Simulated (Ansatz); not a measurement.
## Ligand exchange: C2H3F3 + GaH(CH3)(NH2) → C2H4F3N + GaH2(CH3)

Gas-phase species: C2H3F3 (1,1,1-trifluoroethane) `CC(F)(F)F`, singlet; GaH(CH3)(NH2), singlet; C2H4F3N (2,2,2-trifluoroethylamine) `NCC(F)(F)F`, singlet; GaH2(CH3), singlet. The partners trade H for NH2: C–H and Ga–NH2 bonds give way to C–NH2 and Ga–H.

Shapes, held fixed at every level: PBE0-D4/def2-TZVP. Flexible molecules stand in one conformer, not always the lowest. Programs: Ansatz 0.2.0. Electronic energies: no zero-point or thermal term.

Question: Estimate ΔE of this reaction.

Answer: The highest level, CCSD(T)/def2-TZVPP, gives ΔE = +142.1 kJ/mol; the levels span +130.8 to +142.1. The column of differences is taken from that level and isn't an error. No measured value is set beside it here. Relativity is left out for Ga. Outer-core shells of Ga are correlated, in sets that cover them unevenly.

```tsv
level	kind	ΔE (kJ/mol)	less CCSD(T)/def2-TZVPP
SPW92/def2-TZVPP	LDA	+134.7	-7.4
PBE-D4/def2-TZVPP	GGA	+136.3	-5.8
r2SCAN-D4/def2-TZVPP	meta-GGA	+142.1	0.0
PBE0-D4/def2-TZVPP	global hybrid	+134.4	-7.7
r2SCAN0-D4/def2-TZVPP	global hybrid	+139.5	-2.6
CCSD(T)/def2-SVP	coupled cluster or CI	+131.8	-10.3
CCSD/def2-SVP	coupled cluster or CI	+130.8	-11.3
CCSD(T)/def2-TZVPP	coupled cluster or CI	+142.1	0.0
```
